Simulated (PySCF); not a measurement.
PySCF input for In(Br)(Me)(OEt) (C3H8BrInO), SMILES CC[O][In]([CH3])[Br], PBE-D3(BJ)/def2-SVP. Geometry optimised at PBE-D3(BJ)/def2-SVP. The def2 effective core potentials stand for the cores of In; spin–orbit coupling is left out. Other conformers were not sampled.

```python
import numpy as np
from pyscf import gto, scf, dft, df
from pyscf.hessian import thermo

mol = gto.M(
    atom='''
    In    0.07356258    0.40330464    0.08215830
    Br    0.81627395   -1.66588600    1.29106307
    C     1.10786868    2.30218527    0.22691183
    H     2.05856863    2.21897427   -0.33284120
    H     1.32021027    2.50429321    1.29304127
    H     0.47736595    3.10097037   -0.20481583
    O    -1.63795019   -0.01926506   -0.92831191
    C    -2.15490426    0.90860608   -1.86078816
    C    -1.31692265    1.00456893   -3.13362166
    H    -3.18233077    0.56367668   -2.12558817
    H    -2.28208686    1.93310275   -1.42532175
    H    -1.19666185    0.00314336   -3.59400754
    H    -1.78134967    1.68131111   -3.88107098
    H    -0.30051923    1.40057004   -2.91087722
    ''',
    basis='def2-SVP',
    ecp={'In': 'def2-svp'},
    charge=0,
    spin=0,
    max_memory=1600,
    verbose=3,
)
mf = dft.RKS(mol, xc='pbe').density_fit(auxbasis='def2-universal-jkfit')
mf.disp = 'd3bj'
mf.grids.level = 3
mf.conv_tol = 1e-11
mf.max_cycle = 100
mf.kernel()

# [left out here: the lines that compute and print the analytic Hessian (its translational invariance restored by hand, since the grid's response is missing), thermochemistry and intensities]
```

It prints:

```
converged SCF energy = -2957.62035400521

WARN: DFTD3 does not support analytical Hessian, using finite difference


WARN: Mole.unit (angstrom) is changed to Bohr

Mode                                 0                   1                   2
Irrep
Freq [cm^-1]                       27.7523             34.6074             52.6611
Reduced mass [au]                   2.4472              1.1073              3.1474
Force const [Dyne/A]                0.0011              0.0008              0.0051
Char temp [K]                      39.9294             49.7923             75.7676
Normal mode                   x     y     z       x     y     z       x     y     z
       0  In                 0.00 -0.02 -0.02   -0.00  0.01  0.01   -0.02  0.01  0.01
       1  Br                -0.00  0.01  0.03   -0.00 -0.00 -0.01    0.01  0.00 -0.03
       2   C                 0.01 -0.02 -0.05   -0.00  0.01  0.01    0.06 -0.03 -0.05
       3   H                -0.09  0.03 -0.22   -0.26  0.18 -0.45    0.06 -0.10 -0.03
       4   H                 0.19 -0.09 -0.07    0.47 -0.24 -0.04    0.04  0.02 -0.06
       5   H                -0.07  0.01  0.11   -0.23  0.09  0.48    0.10 -0.02 -0.11
       6   O                 0.02 -0.05 -0.03   -0.01  0.02  0.01   -0.06  0.01  0.07
       7   C                -0.04 -0.03  0.01    0.02  0.01 -0.01   -0.01 -0.05 -0.02
       8   C                 0.01  0.16  0.06    0.02 -0.06 -0.02    0.14 -0.03  0.08
       9   H                 0.02 -0.12 -0.06    0.01  0.04  0.00    0.05 -0.13 -0.13
      10   H                -0.17 -0.08  0.09    0.06  0.03 -0.04   -0.13 -0.05 -0.06
      11   H                 0.14  0.21 -0.02   -0.02 -0.08  0.01    0.26 -0.03  0.12
      12   H                -0.02  0.17  0.09    0.04 -0.06 -0.04    0.19 -0.08  0.01
      13   H                -0.04  0.25  0.14    0.03 -0.09 -0.04    0.08  0.04  0.19
Mode                                 3                   4                   5
Irrep
Freq [cm^-1]                       61.5863             78.8764            103.6216
Reduced mass [au]                   3.9317              3.8527              5.2936
Force const [Dyne/A]                0.0088              0.0141              0.0335
Char temp [K]                      88.6089            113.4856            149.0884
Normal mode                   x     y     z       x     y     z       x     y     z
       0  In                -0.03 -0.03 -0.00   -0.03 -0.01 -0.02    0.02 -0.01 -0.05
       1  Br                 0.04  0.00  0.02    0.03  0.02  0.01   -0.01  0.01  0.01
       2   C                -0.06 -0.00 -0.08    0.12 -0.10  0.12   -0.07  0.03  0.10
       3   H                -0.06 -0.01 -0.08    0.12 -0.15  0.13   -0.05  0.14  0.13
       4   H                -0.06  0.05 -0.09    0.12 -0.21  0.14   -0.12 -0.05  0.13
       5   H                -0.08 -0.04 -0.12    0.21  0.00  0.18   -0.12  0.02  0.15
       6   O                -0.04  0.05 -0.01   -0.03  0.02 -0.02   -0.06  0.03  0.08
       7   C                 0.05  0.12  0.00   -0.02  0.02 -0.03   -0.01  0.02  0.04
       8   C                 0.06  0.03 -0.00   -0.02  0.00 -0.03    0.04 -0.03  0.07
       9   H                 0.01  0.25  0.01   -0.02  0.02 -0.03   -0.01  0.02  0.00
      10   H                 0.18  0.14  0.01   -0.01  0.02 -0.04   -0.02  0.03  0.01
      11   H                -0.07  0.02 -0.01   -0.03 -0.00 -0.03    0.04 -0.04  0.10
      12   H                 0.13  0.10  0.01   -0.01  0.00 -0.03    0.09 -0.03  0.03
      13   H                 0.11 -0.09 -0.01   -0.01 -0.01 -0.03    0.04 -0.04  0.11
Mode                                 6                   7                   8
Irrep
Freq [cm^-1]                      176.3015            241.8950            288.1336
Reduced mass [au]                   2.6714             14.5481              1.2764
Force const [Dyne/A]                0.0489              0.5015              0.0624
Char temp [K]                     253.6586            348.0331            414.5601
Normal mode                   x     y     z       x     y     z       x     y     z
       0  In                -0.01  0.01 -0.01    0.02 -0.05  0.03    0.01 -0.01  0.01
       1  Br                -0.02  0.03 -0.02   -0.02  0.07 -0.04   -0.00  0.01 -0.00
       2   C                 0.02 -0.02  0.01   -0.02 -0.04  0.00    0.00  0.00  0.00
       3   H                 0.02 -0.05  0.01   -0.02 -0.02 -0.00    0.00  0.02 -0.00
       4   H                 0.03 -0.05  0.01   -0.01 -0.02 -0.00   -0.00  0.02 -0.00
       5   H                 0.06  0.01  0.02   -0.03 -0.05 -0.00   -0.02 -0.01 -0.01
       6   O                 0.03 -0.13 -0.01    0.01  0.03  0.01   -0.03  0.04  0.02
       7   C                 0.07 -0.00  0.09    0.00  0.00 -0.00   -0.05 -0.05 -0.06
       8   C                 0.03 -0.02  0.06   -0.00  0.00 -0.01   -0.01  0.01 -0.03
       9   H                 0.02  0.15  0.13    0.01 -0.02  0.00   -0.01 -0.15 -0.11
[...]
       6   O                -0.00  0.00  0.00   -0.00 -0.00  0.00    0.01 -0.00  0.01
       7   C                -0.00  0.00 -0.00    0.01  0.02 -0.00    0.02 -0.01 -0.03
       8   C                 0.00 -0.00  0.00    0.01  0.04  0.01   -0.04  0.01 -0.01
       9   H                 0.01 -0.03 -0.00   -0.00  0.04  0.03   -0.13  0.26  0.15
      10   H                 0.03 -0.00  0.01   -0.11 -0.01  0.05   -0.30 -0.04 -0.01
      11   H                -0.03  0.00 -0.01    0.14  0.20 -0.33    0.56 -0.05  0.27
      12   H                 0.01 -0.00 -0.01   -0.43 -0.46 -0.17   -0.07  0.25  0.24
      13   H                -0.01  0.02 -0.00    0.13 -0.47  0.33    0.18 -0.36 -0.28
Mode                                27                  28                  29
Irrep
Freq [cm^-1]                     1437.1934           2871.5890           2943.0788
Reduced mass [au]                   1.0849              1.0696              1.0651
Force const [Dyne/A]                1.3203              5.1966              5.4355
Char temp [K]                    2067.8013           4131.5772           4234.4351
Normal mode                   x     y     z       x     y     z       x     y     z
       0  In                -0.00 -0.00 -0.00    0.00  0.00  0.00    0.00  0.00  0.00
       1  Br                 0.00 -0.00  0.00   -0.00  0.00 -0.00   -0.00  0.00 -0.00
       2   C                 0.00 -0.00  0.00   -0.00  0.00 -0.00    0.00  0.00  0.00
       3   H                -0.01  0.01 -0.02   -0.00 -0.00  0.00   -0.00 -0.00  0.00
       4   H                -0.01  0.01  0.00    0.00 -0.00  0.00   -0.00  0.00 -0.00
       5   H                 0.01  0.01 -0.00   -0.00 -0.00 -0.00    0.00 -0.00  0.00
       6   O                 0.01 -0.01  0.01   -0.00  0.00 -0.00   -0.00  0.00 -0.00
       7   C                 0.06 -0.04  0.00   -0.02  0.06  0.03   -0.05 -0.03 -0.01
       8   C                 0.02 -0.01  0.00    0.00 -0.00  0.00    0.04  0.01 -0.02
       9   H                -0.19  0.55  0.12    0.21  0.09  0.07    0.57  0.20  0.14
      10   H                -0.58 -0.01 -0.19    0.09 -0.85 -0.38   -0.02  0.11  0.05
      11   H                -0.29 -0.00 -0.08   -0.00  0.02  0.01   -0.02  0.24  0.11
      12   H                 0.09 -0.07 -0.11   -0.02  0.02 -0.02    0.14 -0.19  0.21
      13   H                -0.10  0.22  0.12    0.02  0.01  0.01   -0.55 -0.22 -0.13
Mode                                30                  31                  32
Irrep
Freq [cm^-1]                     2950.8841           2996.7203           3033.9301
Reduced mass [au]                   1.0679              1.0286              1.0983
Force const [Dyne/A]                5.4790              5.4423              5.9565
Char temp [K]                    4245.6652           4311.6132           4365.1499
Normal mode                   x     y     z       x     y     z       x     y     z
       0  In                 0.00 -0.00  0.00   -0.00 -0.00 -0.00    0.00 -0.00  0.00
       1  Br                 0.00  0.00  0.00    0.00  0.00 -0.00   -0.00  0.00 -0.00
       2   C                -0.00 -0.00 -0.00    0.02  0.04  0.00   -0.00  0.00 -0.00
       3   H                 0.00  0.00 -0.00   -0.50  0.06  0.30   -0.00  0.00  0.00
       4   H                -0.00 -0.00  0.00   -0.10 -0.09 -0.54   -0.00 -0.00 -0.00
       5   H                -0.00  0.00 -0.00    0.33 -0.40  0.22    0.00 -0.00  0.00
       6   O                -0.00  0.00 -0.00   -0.00  0.00  0.00    0.00  0.00  0.00
       7   C                -0.05 -0.03 -0.02    0.00  0.00 -0.00   -0.01 -0.01 -0.00
       8   C                -0.02 -0.01  0.02    0.00 -0.00  0.00   -0.06 -0.01 -0.06
       9   H                 0.62  0.22  0.16   -0.00 -0.00  0.00    0.10  0.04  0.02
      10   H                -0.03  0.16  0.08    0.00 -0.00 -0.00   -0.00  0.03  0.01
      11   H                 0.03 -0.30 -0.13    0.00 -0.00 -0.00   -0.05  0.33  0.14
      12   H                -0.16  0.22 -0.24   -0.00  0.00 -0.00    0.26 -0.40  0.43
      13   H                 0.40  0.16  0.10    0.00  0.00  0.00    0.54  0.21  0.12
Mode                                33                  34                  35
Irrep
Freq [cm^-1]                     3066.7168           3117.8169           3125.9673
Reduced mass [au]                   1.1035              1.1051              1.1069
Force const [Dyne/A]                6.1144              6.3295              6.3729
Char temp [K]                    4412.3226           4485.8444           4497.5710
Normal mode                   x     y     z       x     y     z       x     y     z
       0  In                 0.00  0.00  0.00   -0.00 -0.00  0.00    0.00 -0.00  0.00
       1  Br                -0.00 -0.00 -0.00   -0.00 -0.00  0.00   -0.00  0.00 -0.00
       2   C                 0.00 -0.00  0.00   -0.06  0.03  0.06    0.05 -0.03  0.07
       3   H                -0.00 -0.00  0.00    0.65 -0.06 -0.38   -0.07  0.00  0.06
       4   H                 0.00 -0.00 -0.00   -0.10 -0.08 -0.46   -0.11 -0.12 -0.60
       5   H                -0.00  0.00 -0.00    0.17 -0.23  0.14   -0.41  0.51 -0.27
       6   O                 0.00 -0.00 -0.00   -0.00  0.00  0.00   -0.00 -0.00 -0.00
       7   C                 0.00  0.01  0.00   -0.00  0.00  0.00    0.00 -0.00  0.00
       8   C                -0.02  0.09 -0.00    0.00  0.00  0.00   -0.00 -0.00 -0.00
       9   H                -0.02 -0.01 -0.00   -0.00 -0.00 -0.00   -0.00  0.00 -0.00
      10   H                 0.01 -0.04 -0.02    0.00 -0.00 -0.00   -0.00  0.00 -0.00
      11   H                 0.08 -0.70 -0.32    0.00 -0.00 -0.00    0.00  0.00  0.00
      12   H                 0.23 -0.32  0.36   -0.00 -0.00  0.00   -0.00  0.00 -0.00
      13   H                -0.09 -0.02 -0.02   -0.00 -0.00 -0.00    0.00  0.00  0.00
temperature 298.1500 [K]
pressure 101325.00 [Pa]
Rotational constants [GHz] 2.37715 0.68826 0.56850
Symmetry number 1
Zero-point energy (ZPE) 0.10245 [Eh]   268977.396 [J/mol]
                           tot       elec      trans        rot        vib
Entropy [J/mol/K]       459.998      0.000    177.846    126.463    155.689
Cv [J/mol/K]            133.985      0.000     12.472     12.472    109.042
Cp [J/mol/K]            142.300      0.000     20.786     12.472    109.042
Internal energy [J/mol]                      3718.434   3718.434 289200.269
Internal energy [Eh]   -2957.50737  -2957.62035
Enthalpy [J/mol]                             6197.391   3718.434 289200.269
Enthalpy [Eh]          -2957.50643
Gibbs free energy [J/mol]                  -46827.346 -33986.606 242781.670
Gibbs free energy [Eh] -2957.55866
mode   freq/cm-1   IR/(km/mol)
   1       27.75         0.340
   2       34.61         0.043
   3       52.66         1.190
   4       61.59         1.990
   5       78.88         2.404
   6      103.62         5.710
   7      176.30         4.515
   8      241.90        34.049
   9      288.13         4.398
  10      431.46         9.576
  11      471.45         6.836
  12      514.66        49.055
  13      692.28        19.776
  14      714.27        62.680
  15      778.68         0.647
  16      879.43        21.788
  17     1057.88        37.771
  18     1089.26       152.953
  19     1122.07        10.070
  20     1125.33         3.172
  21     1251.47         0.691
  22     1318.60        28.400
  23     1346.71        50.911
  24     1374.66         2.946
  25     1376.40         2.591
  26     1402.57         7.682
  27     1413.00         4.200
  28     1437.19         4.705
  29     2871.59        97.521
  30     2943.08         7.248
  31     2950.88        42.649
  32     2996.72         1.247
  33     3033.93        47.088
  34     3066.72        15.366
  35     3117.82         0.105
  36     3125.97         0.168
max |gradient| / (hartree/bohr): 8.479061586687377e-05
APT charges: [ 1.319  -0.5413 -0.2814  0.0145  0.0167  0.003  -0.8585  0.579  -0.0088
 -0.0933 -0.0983  0.0031 -0.0164 -0.0375]
```

The calculation finished and met its thresholds.

Cost: very roughly 9 core-minutes.
